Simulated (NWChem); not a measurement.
System: methylammonium (CH6N cation); SMILES C[NH3+]

```xyz
8

C      0.0000     0.0000     0.8146
N      0.0000     0.0000    -0.7025
H     -1.0168     0.1956     1.1548
H      0.6778     0.7828     1.1548
H      0.3391    -0.9784     1.1548
H     -0.6253    -0.7236    -1.0803
H      0.9394    -0.1797    -1.0803
H     -0.3140     0.9034    -1.0803
```
Atoms are numbered in this order, from 1.

All runs use the structure optimised with B3LYP/6-31G* (spherical d).

 Unshifted, non-relativistic core excitations; the lowest 4 roots alone, so stronger bands may lie above.

Task: List the first N K-edge excitations from BHandHLYP/def2-TZVP, restricted-window TDA (NWChem).

Result: 
| state | energy (eV) | dipole oscillator strength | leading excitation (squared amplitude) |
|---|---|---|---|
| S1 | 402.7 | 0.0085 | 1s of atom 2 or its equivalents → LUMO (0.94) |
| S2 | 403.5 | 0.0496 | 1s of atom 2 or its equivalents → LUMO+1 (0.88) |
| S3 | 403.5 | 0.0496 | 1s of atom 2 or its equivalents → LUMO+2 (0.88) |
| S4 | 404.4 | 0.0449 | 1s of atom 2 or its equivalents → LUMO+6 (0.47) |
